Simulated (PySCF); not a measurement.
**Core binding energy against partial charge**

Compound: C5H15NOSi.
Geometry (PBE0-D3(BJ)/def2-SVP, Å), atoms numbered from 1 in this order:
```
atom  x, y, z in Å
C1    -3.6931    0.8347    0.9239
C2    -2.5771    0.3252    0.0248
C3    -1.1796    0.6749    0.5324
Si4    0.2121    0.0150   -0.5220
N5     0.1283   -1.7082   -0.6052
O6     1.5967    0.6421    0.1779
C7     2.8880    0.4735   -0.3454
C8     3.5842   -0.7359    0.2468
H9    -3.6572    1.9319    1.0208
H10   -3.6085    0.4139    1.9391
H11   -4.6869    0.5662    0.5328
H12   -2.7108    0.7338   -0.9925
H13   -2.6569   -0.7695   -0.0886
H14   -1.0525    1.7684    0.6175
H15   -1.0330    0.2842    1.5565
H16    0.1683    0.4595   -1.9513
H17    0.5031   -2.2182   -1.3954
H18    0.0985   -2.2841    0.2282
H19    3.4661    1.3871   -0.1219
H20    2.8611    0.3870   -1.4511
H21    3.6262   -0.6532    1.3433
H22    3.0354   -1.6567   -0.0028
H23    4.6130   -0.8267   -0.1353
```

Binding energies: PySCF 2.14.0, delta-SCF UKS SCAN, pcX-2 on the ionised atom, pcseg-1 elsewhere, spin-free X2C. Charges: PBE0/pcSseg-1 ground-state density, for the ionised atom.

| atom | environment | C 1s (eV) | Mulliken (e) | IAO (e) | Hirshfeld (e) | ESP (e) |
| --- | --- | --- | --- | --- | --- | --- |
| C3 | sp3 carbon bound to silicon | 289.75 | -0.547 | -0.560 | -0.161 | -0.493 |
| C1 | methyl carbon | 290.35 | -0.265 | -0.405 | -0.115 | -0.381 |
| C2 | chain CH2 carbon | 290.38 | -0.297 | -0.235 | -0.064 | +0.386 |
| C8 | methyl carbon | 290.49 | -0.310 | -0.421 | -0.126 | -0.194 |
| C7 | sp3 carbon bound to oxygen | 291.97 | +0.039 | -0.033 | +0.007 | +0.384 |

Q: How well does each charge scheme correlate with the binding energies over these sites?

A: Mulliken: r = 0.97, slope 3.8 eV per e; Hirshfeld: r = 0.92, slope 11.6 eV per e; IAO: r = 0.91, slope 3.7 eV per e; ESP: r = 0.70, slope 1.4 eV per e. Mulliken charges have the highest r, on only 5 points.

Q: The point-charge model writes a binding energy as kq + V + constant, with V the potential of the other atoms' charges at the site. What does it give with the Mulliken charges?

A: V = Σ 14.40 eV Å × q/r over all other atoms: +5.70 eV at C3, +2.48 eV at C1, +1.26 eV at C2, +4.07 eV at C8, -2.06 eV at C7. Fitting binding energy − V to q gives k = 17.2 eV per e and leaves an rms residual of 0.86 eV, against 0.18 eV for the fit on q alone. The model has no term for differences in relaxation between sites.

Isolated species at its PBE0-D3(BJ)/def2-SVP geometry (one conformer only).
